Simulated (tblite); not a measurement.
Isomers of C6H12ClFO. Method: GFN2-xTB as coded in tblite; computed harmonic values from a numerical Hessian at the method's own geometry, unscaled. This tight-binding method is rough: wavenumbers can miss measured ones by several per cent, in bad cases by 10 to 20. One conformer each.

Electronic energies: GFN2-xTB at the same geometries; isomer energies are rough at this level and their order can be wrong.

| SMILES | electronic energy, lowest = 0 (kJ/mol) |
| --- | --- |
| CO[C@](C)(CF)CCCl | 5.7 |
| CO[C@@H](C)[C@H](Cl)CCF | 0.0 |
| CC[C@@H](F)[C@@H](CCl)OC | 11.2 |
| CC[C@@H](COC)[C@H](F)Cl | 4.6 |

How do GFN2-xTB zero-point energies change the relative energies?

```json
{"SMILES": "CO[C@@H](C)[C@H](Cl)CCF", "ZPE (kJ/mol)": "451.5", "of it from modes above 1550 cm⁻¹": "213.8", "electronic (kJ/mol)": "0.0", "with ZPE, lowest = 0 (kJ/mol)": "0.0", "lowest mode (cm⁻¹)": "40", "rings": "0"}
{"SMILES": "CC[C@@H](COC)[C@H](F)Cl", "ZPE (kJ/mol)": "452.5", "of it from modes above 1550 cm⁻¹": "213.0", "electronic (kJ/mol)": "4.6", "with ZPE, lowest = 0 (kJ/mol)": "5.6", "lowest mode (cm⁻¹)": "43", "rings": "0"}
{"SMILES": "CO[C@](C)(CF)CCCl", "ZPE (kJ/mol)": "451.9", "of it from modes above 1550 cm⁻¹": "215.4", "electronic (kJ/mol)": "5.7", "with ZPE, lowest = 0 (kJ/mol)": "6.1", "lowest mode (cm⁻¹)": "63", "rings": "0"}
{"SMILES": "CC[C@@H](F)[C@@H](CCl)OC", "ZPE (kJ/mol)": "452.4", "of it from modes above 1550 cm⁻¹": "214.1", "electronic (kJ/mol)": "11.2", "with ZPE, lowest = 0 (kJ/mol)": "12.2", "lowest mode (cm⁻¹)": "52", "rings": "0"}
```

The zero-point energies span 1.0 kJ/mol, from `CO[C@@H](C)[C@H](Cl)CCF` to `CC[C@@H](COC)[C@H](F)Cl`. The order is unchanged.

What do entropy and thermal enthalpy add at 298.15 K and 1 bar (rigid rotor, harmonic oscillator, one conformer each)?

```
                  SMILES  point group  symmetry number  S (J/(mol K))  H − H(0) (kJ/mol)  ZPE + H − H(0) − TS (kJ/mol)
 CO[C@@H](C)[C@H](Cl)CCF           C1                1          451.1              32.53                         349.5
 CC[C@@H](COC)[C@H](F)Cl           C1                1          446.1              32.27                         351.8
       CO[C@](C)(CF)CCCl           C1                1          441.2              32.19                         352.5
CC[C@@H](F)[C@@H](CCl)OC           C1                1          440.3              31.87                         353.0
```
